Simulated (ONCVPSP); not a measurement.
Before and after: ONCV potential for bromine

Br, optimised norm-conserving Vanderbilt (ONCV), made with ONCVPSP 4.0.1 (PBEsol, scalar-relativistic). Core [Ar], reference 3d10 4s1 4p6. Waves: 4s: rc 1.30 bohr, ncon 4, nbas 8, qcut 5.2 1/bohr, 1 projector; 4p: rc 1.20 bohr, ncon 5, nbas 8, qcut 6 1/bohr, 3 projectors, debl 1.5 Ha; 3d: rc 0.95 bohr, ncon 4, nbas 9, qcut 14.9 1/bohr, 2 projectors, debl 0.9 Ha. Local part: polynomial inside 0.80 bohr (lpopt 2, dvloc0 4 Ha). Core correction: none.

In the d channel the program set the typed energies aside and used -2.508, 0.250 Ha.

All-electron outer shells of the reference configuration (PBEsol, scalar-relativistic, ld1.x):

```csv
shell,level (eV),outermost node (bohr),outermost maximum (bohr)
3s,-239.21,0.23,0.48
3p,-174.83,0.21,0.48
3d,-68.26,–,0.43
4s,-20.93,0.67,1.41
4p,-8.45,0.70,1.66
```

Change: d: rc 0.66; local potential polynomial inside 0.66 bohr (lpopt 2, dvloc0 4 Ha).

Cutoffs: the cutoffs (Ha) at which the residual kinetic energy of the hardest occupied pseudo-wave falls to 1 and 0.1 mHa per electron; they do not see the model core or the augmentation charge, which bear on the density cutoff. Errors are all-electron minus pseudo energies relative to the spin-unpolarised reference configuration.

Question: How do hardness, ghosts and transferability respond?

Answer: The potential gets harder (129 Ha and 145 Ha → 707 Ha and 911 Ha); the bound ghosts move from p to p, s; the lowest positive-energy flag moves from s at 9.7 eV to none; of the 4 tests that both files solve, the error grows in 2 and shrinks in 1 by more than 15 % and 0.3 meV (median size 3.1 → 3.9 meV); the range in which the s phases agree widens (upper end 0.0 → at the end of the scan). A smaller radius makes the pseudo-wave follow the all-electron one further in, where it bends more sharply, so more plane waves are needed.

| quantity | base | changed |
| --- | --- | --- |
| cutoff, loose | 129 Ha | 707 Ha |
| cutoff, tight | 145 Ha | 911 Ha |
| loose cutoff by channel | s 13 Ha, p 129 Ha, d 102 Ha | s 13 Ha, p 129 Ha, d 707 Ha |
| bound ghosts | p | s, p |
| GHOST(+) flags under 300 eV | s at 9.7 eV | none |
| error for 3d10 4s2 4p5, meV [ΔE -12.38 eV] | +4.6 | +3.8 |
| error for 3d10 4s2 4p4, meV [ΔE 0.18 eV] | +1.6 | +1.7 |
| error for 3d10 4s2 4p3, meV [ΔE 22.95 eV] | +0.6 | -4.1 |
| error for 3d10 4s2 4p2, meV [ΔE 56.96 eV] | +12 | -14 |
| s: phases at 1.32 bohr within 0.05 rad from the reference energy up to (Ha; the scan ends near 5) | 0.0 | to the end of the scan |
| p: phases at 1.22 bohr within 0.05 rad from the reference energy up to (Ha; the scan ends near 5) | to the end of the scan | to the end of the scan |

 A true bound ghost makes a file unfit for plane-wave use even where its test errors are small: the radial tests pick states by their node count and pass the ghost by.
